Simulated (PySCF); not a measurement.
**CsSr: frontier orbitals**

TPSSh at R = 4.974 Å; Cs def2-SVPD with ECP46, Sr def2-SVPD with ECP28; scalar-relativistic core potentials (PySCF 2.14). State: ²Σ⁺ (doublet), unpaired electrons σ ↑. Only the outer orbitals are listed, counted within each symmetry, core potentials removing the inner ones.

```
spin  orbital  occ.  ε (eV)  on Cs (%)            main shells (%)
   α       1π     1  -23.90          0                   100 Sr p
   α       1π     1  -23.90          0                   100 Sr p
   α       3σ     1  -23.84          0                   100 Sr p
   α       2π     1  -14.41        100                   100 Cs p
   α       2π     1  -14.41        100                   100 Cs p
   α       4σ     1  -14.34        100                   100 Cs p
   α       5σ     1   -3.75          8                    91 Sr s
   α       6σ     1   -2.33         67           66 Cs s, 23 Sr p
   α       3π     0   -1.15         30           66 Sr p, 22 Cs p
   α       3π     0   -1.15         30           66 Sr p, 22 Cs p
   α       7σ     0   -1.11         47  54 Sr p, 25 Cs s, 22 Cs p
   β       1π     1  -23.88          0                   100 Sr p
   β       1π     1  -23.88          0                   100 Sr p
   β       3σ     1  -23.80          0                   100 Sr p
   β       2π     1  -14.35        100                   100 Cs p
   β       2π     1  -14.35        100                   100 Cs p
   β       4σ     1  -14.27        100                   100 Cs p
   β       5σ     1   -3.53          4                    94 Sr s
   β       6σ     0   -1.71         72           71 Cs s, 18 Sr p
   β       3π     0   -1.10         22  67 Sr p, 15 Cs p, 12 Sr d
   β       3π     0   -1.10         22  67 Sr p, 15 Cs p, 12 Sr d
```

Task: Which are the highest filled and the lowest empty level, where do they sit, and how wide is the gap?

Result: Highest filled α 6σ at -2.33 eV (in %: 66 Cs s, 23 Sr p); lowest empty β 6σ at -1.71 eV (in %: 71 Cs s, 18 Sr p); the gap at TPSSh is 0.62 eV.

- bond order (Mayer): 0.48
- ⟨S²⟩: 0.759
- charge on Cs (Mulliken, basis-dependent): 0.22
- charge on Cs (Löwdin, basis-dependent): -0.01
- dipole moment (positive dipole means Cs(−)Sr(+)): -3.26 D

Spin–orbit coupling is left out. The state is the lowest determinant that a PBE0 search found; another state may lie lower at other levels.
